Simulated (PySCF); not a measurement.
Estimate the missing entries of this data sheet.

C6H10O.
SMILES: `CC(=O)C=C(C)C`

Conformer (atom-mapped SMILES and torsion angles): `[CH3:1][C:2](=[O:3])[CH:4]=[C:5]([CH3:6])[CH3:7]`: C1–C2–C4–C5 -173°.

```json
{"property": "rotational constants A, B, C of the GFN2-xTB geometry", "level": "GFN2-xTB", "value": "5.049, 1.669, 1.286 GHz"}
{"property": "dipole moment", "level": "PBE0/pcSseg-1", "value": "3.01 D"}
{"property": "HOMO energy", "level": "PBE0/pcSseg-1", "value": "?"}
{"property": "LUMO energy", "level": "PBE0/pcSseg-1", "value": "?"}
{"property": "13C chemical shifts (computed TMS as zero) by class", "level": "GIAO PBE0/pcSseg-1", "value": "?"}
{"property": "1H chemical shifts (computed TMS as zero) by class", "level": "GIAO PBE0/pcSseg-1", "value": "?"}
{"property": "isotropic shieldings of nuclei other than C and H, by class", "level": "GIAO PBE0/pcSseg-1", "value": "-304 (1 O) ppm"}
```

The electronic properties come from PySCF, for the isolated species, density fitting. NMR classes are plain means over equivalent atoms (diastereotopic ones count apart unless rotation or inversion swaps them), as if these changed places fast; in this geometry the members of some classes differ.

What are the 13C chemical shifts (computed TMS as zero) by class?

201.2 (1 C), 168.3 (1 C), 127.2 (1 C), 35.5 (1 C), 30.6 (1 C), 21.9 (1 C) ppm.

Give the 1H chemical shifts (computed TMS as zero) by class.

6.26 (1 H), 2.52 (3 H), 2.21 (3 H), 1.97 (3 H) ppm.

The HOMO energy?

-6.94 eV.

Give the LUMO energy.

-1.26 eV.

With B = h/(8π²I), that is 505.379 GHz u Å² over I, the principal moments of inertia are 100.1, 302.8 and 393.1 u Å² (most abundant isotopes). The dipole equals about 10.0 × 10⁻³⁰ C·m (1 D = 3.33564 × 10⁻³⁰ C·m). The rotational constants make it an asymmetric top with κ = (2B − A − C)/(A − C) = -0.80, nearer the prolate limit (−1).

For the NMR shielding job (PBE0/pcSseg-1), hardware: an Arm Neoverse V2 with one thread, shared host. Cost: 44 s wall.

One conformer stands for the species.
